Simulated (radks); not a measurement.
Results of a calculation; reference values are marked as such.
Rb XXII, 16 electrons, occupied as [Ne] 3s2 3p4. Level of theory: scalar-relativistic Kohn-Sham, PBE, spin-polarised, spherical densities, finite nucleus; open shells are filled with parallel spins first (spin-orbit coupling, left out, can overturn this in heavy ions); Fermi nuclear charge, rms radius 4.2036 fm (a radial shooting solver on a logarithmic mesh with Libxc functionals).

Radial electron density D(r) = 4 pi r^2 rho(r):

r (bohr)  D(r) (e/bohr)   spin D(r)
0.001362         0.9459  -0.0000228
0.001523          1.160  -0.0000263
0.001703          1.420  -0.0000297
0.00189           1.711  -0.0000322
0.002114          2.087  -0.0000337
0.002365          2.542  -0.0000324
0.002645          3.089  -0.0000262
0.002958          3.745  -0.0000118
0.003283          4.466   0.0000136
0.003672          5.384   0.0000613
0.004107          6.467    0.000142
0.004593          7.740    0.000274
0.005138          9.223    0.000485
0.005747          10.94    0.000815
0.006377          12.76     0.00128
0.007132          14.96     0.00204
0.007978          17.44     0.00320
0.008923          20.18     0.00493
0.009981          23.16     0.00751
0.01107           26.10      0.0110
0.01239           29.41      0.0165
0.01385           32.76      0.0244
0.0155            36.05      0.0359
0.01733           39.13      0.0522
0.01923           41.67      0.0734
0.02151           43.91       0.105
0.02406           45.47       0.148
0.02691           46.24       0.207
0.0301            46.17       0.285
0.0334            45.38       0.379
0.03736           43.89       0.507
0.04179           42.02       0.665
0.04674           40.15       0.855
0.05228           38.72        1.07
0.05848           38.20        1.31
0.06489           38.82        1.53
0.07258           40.79        1.75
0.08118           43.92        1.90
0.0908            47.70        1.97
0.1016            51.26        1.89
0.1127            53.49        1.69
0.126             53.86        1.32
0.141             51.54       0.849
0.1577            46.49       0.377
0.1764            39.41      0.0459
0.1957            32.11     0.00429
0.2189            24.91       0.367
0.2448            19.67        1.20
0.2739            17.02        2.41
0.3063            16.69        3.77
0.3399            17.51        4.89
0.3802            18.26        5.62
0.4252            17.74        5.65
0.4756            15.52        5.00
0.532             12.02        3.88
0.595             8.142        2.63
0.6603            4.989        1.61
0.7385            2.538       0.819
0.826             1.092       0.354
0.9239           0.3908       0.127
1.033            0.1140      0.0374
1.147           0.02966     0.00982
1.283          0.005476     0.00183
1.435         0.0007679    0.000259

D(r) has 3 maxima, at r = 0.0282, 0.121, 0.389 bohr, and minima at 0.0580, 0.294 bohr, inside which lie 2.06, 10.47 electrons.
